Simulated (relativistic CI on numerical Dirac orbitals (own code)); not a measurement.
## d1 to d9 in one octahedral field

Computed with a parametric ligand-field model without spin-orbit coupling, by exact diagonalisation: B = 420, C = 1790, 10Dq = 30600 cm⁻¹ (Oh; |10Dq|/B = 72.9) for every shell. Energies in cm⁻¹; the field energy is (0.6 n_e − 0.4 n_t2) × 10Dq of the ground term; g labels are left out. So small a B with so large a field is typical of 4d and 5d ions, where spin-orbit coupling, left out here, reaches 1,000 to 4,000 cm⁻¹.

```csv
Shell,Ground term,Electrons in e,Field energy,First spin-allowed bands,Lowest term of other spin
d1,2T2,0.000,-12240,2E 30600,
d2,3T1,0.005,-24318,"3T2 29524, 3T1 34747",1T2 6214
d3,4A2,0.000,-36720,"4T2 30600, 4T1 35405",2E 8785
d4,?,?,?,?,?
d5,2T2,0.017,-60673,"2A2 28106, 2T1 28256",4T1 21874
d6,1A1,0.014,-73025,"1T1 29189, 1T2 35394",3T1 25453
d7,2E,1.009,-54819,"2T1 29096, 2T2 29569",4T1 21889
d8,3A2,2.000,-36720,"3T2 30600, 3T1 35405",1E 6906
d9,2E,3.000,-18360,2T2 30600,
```

(1) Fill in the row of d4.

## Answers

(1) Ground term: 3T1; Electrons in e: 0.009; Field energy: -48692; First spin-allowed bands: 3E 28776, 3T1 29221; Lowest term of other spin: 1T2 5510. Low spin: d4, d5, d6, d7; the other shells keep the spin of the free ion. Only d4 to d7 can choose; the field needed to pair spins is smallest for d6 and largest for d5, which loses most exchange energy. In the strong-field picture 10Dq must exceed about 6B + 5C = 11470 (d4), 7.5B + 5C = 12100 (d5), 2.5B + 4C = 8210 (d6) and 4B + 4C = 8840 (d7); mixing of terms shifts these bounds somewhat.
